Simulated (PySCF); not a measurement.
InCl2, SMILES [In+]([Cl])[Cl], charge +1.

Geometry: B3LYP-D3(BJ)/def2-TZVP. The spin state was assumed, not searched. The isomer is the one that the SMILES or the coordinates give; other isomers of the formula were not compared. The def2 effective core potentials stand for the cores of In; spin–orbit coupling is left out.

These are IEF-PCM-PBE0/def2-SVP run with PySCF values and carry that method's errors.

The values are the electrostatic part of the solvation free energy, E(continuum) − E(gas) at the gas-phase geometry, in a cavity of scaled van der Waals radii (PySCF's table); cavitation and dispersion terms are not included. A continuum can't describe solvent molecules that bind to the metal. In vacuum the orbital gap is 5.78 eV.

```tsv
solvent	ε	ΔG(elec) (kcal/mol)	gap (eV)
water	78.36	-71.1	6.09
2-propanol	19.26	-67.9	6.07
1-octanol	9.86	-64.0	6.05
```
